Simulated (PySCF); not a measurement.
## Magnetic susceptibility: SMILES Cc1cc(C)cc2cccc-2c1, C₁₂H₁₂

Molfile (atoms numbered from 1):
```
C12H12
     RDKit          3D

 24 25  0  0  0  0  0  0  0  0999 V2000
    2.6875   -1.6702    0.2131 C   0  0  0  0  0  0  0  0  0  0  0  0
    1.4024   -0.8883    0.1112 C   0  0  0  0  0  0  0  0  0  0  0  0
    1.5492    0.5003    0.0828 C   0  0  0  0  0  0  0  0  0  0  0  0
    0.6241    1.5304   -0.0039 C   0  0  0  0  0  0  0  0  0  0  0  0
    1.1481    2.9438   -0.0087 C   0  0  0  0  0  0  0  0  0  0  0  0
   -0.7633    1.4061   -0.0881 C   0  0  0  0  0  0  0  0  0  0  0  0
   -1.5388    0.2684   -0.1042 C   0  0  0  0  0  0  0  0  0  0  0  0
   -2.9354    0.2298   -0.1895 C   0  0  0  0  0  0  0  0  0  0  0  0
   -3.3473   -1.0958   -0.1760 C   0  0  0  0  0  0  0  0  0  0  0  0
   -2.2338   -1.9302   -0.0837 C   0  0  0  0  0  0  0  0  0  0  0  0
   -1.0841   -1.1433   -0.0357 C   0  0  0  0  0  0  0  0  0  0  0  0
    0.2163   -1.6069    0.0572 C   0  0  0  0  0  0  0  0  0  0  0  0
    3.2236   -1.4046    1.1239 H   0  0  0  0  0  0  0  0  0  0  0  0
    2.5016   -2.7406    0.2263 H   0  0  0  0  0  0  0  0  0  0  0  0
    3.3380   -1.4460   -0.6319 H   0  0  0  0  0  0  0  0  0  0  0  0
    2.5824    0.8283    0.1391 H   0  0  0  0  0  0  0  0  0  0  0  0
    2.2325    2.9715    0.0580 H   0  0  0  0  0  0  0  0  0  0  0  0
    0.7383    3.5020    0.8328 H   0  0  0  0  0  0  0  0  0  0  0  0
    0.8474    3.4559   -0.9223 H   0  0  0  0  0  0  0  0  0  0  0  0
   -1.3131    2.3401   -0.1492 H   0  0  0  0  0  0  0  0  0  0  0  0
   -3.5753    1.0907   -0.2539 H   0  0  0  0  0  0  0  0  0  0  0  0
   -4.3693   -1.4295   -0.2285 H   0  0  0  0  0  0  0  0  0  0  0  0
   -2.2530   -3.0043   -0.0537 H   0  0  0  0  0  0  0  0  0  0  0  0
    0.3101   -2.6879    0.0926 H   0  0  0  0  0  0  0  0  0  0  0  0
  1  2  1  0
  2  3  1  0
  3  4  2  0
  4  5  1  0
  4  6  1  0
  6  7  2  0
  7  8  1  0
  8  9  2  0
  9 10  1  0
 10 11  2  0
 11 12  1  0
 12  2  2  0
 11  7  1  0
  1 13  1  0
  1 14  1  0
  1 15  1  0
  3 16  1  0
  5 17  1  0
  5 18  1  0
  5 19  1  0
  6 20  1  0
  8 21  1  0
  9 22  1  0
 10 23  1  0
 12 24  1  0
M  END
```

Method: PySCF 2.14.0, GIAO wB97X-D/pcSseg-1 magnetisability, rotational g tensor and spin-rotation constants, non-relativistic, gas phase. Geometry: GFN2-xTB.

How diamagnetic is it, and how anisotropic?

Isotropic -1986 × 10⁻³⁰ J/T², or -119.6 × 10⁻⁶ cm³/mol; principal values -3373, -1306, -1278 × 10⁻³⁰ J/T², anisotropy 2081 × 10⁻³⁰ J/T² (root of half the summed squared differences of the principal values). The susceptibility is in cgs units.

Split it along the inertial axes a, b, c into diamagnetic and paramagnetic parts about the centre of mass, with the quadrupole moment.


| axis | χ (10⁻⁶ cm³/mol) | diamagnetic (10⁻⁶ cm³/mol) | paramagnetic (10⁻⁶ cm³/mol) | summed x² of all electrons (Å²) | quadrupole Θ (D Å) |
| --- | --- | --- | --- | --- | --- |
| a | -78.6 | -1037.4 | 958.8 | 355.0 | +4.02 |
| b | -77.0 | -1587.6 | 1510.6 | 225.3 | +8.66 |
| c | -203.1 | -2462.0 | 2258.9 | 19.2 | -12.68 |

Anisotropies 2χaa − χbb − χcc = +122.8 and 2χbb − χaa − χcc = +127.8 × 10⁻⁶ cm³/mol. Θ is traceless in Buckingham's convention.

And the rotational g tensor?


| axis | rotational constant (GHz) | g | nuclear part | electronic part |
| --- | --- | --- | --- | --- |
| a | 1.4091 | -0.0301 | 0.6046 | -0.6347 |
| b | 0.8404 | -0.0197 | 0.5767 | -0.5964 |
| c | 0.5299 | +0.0221 | 0.5844 | -0.5623 |

Asymmetric top; isotopes 12C, 1H; no vibrational averaging.
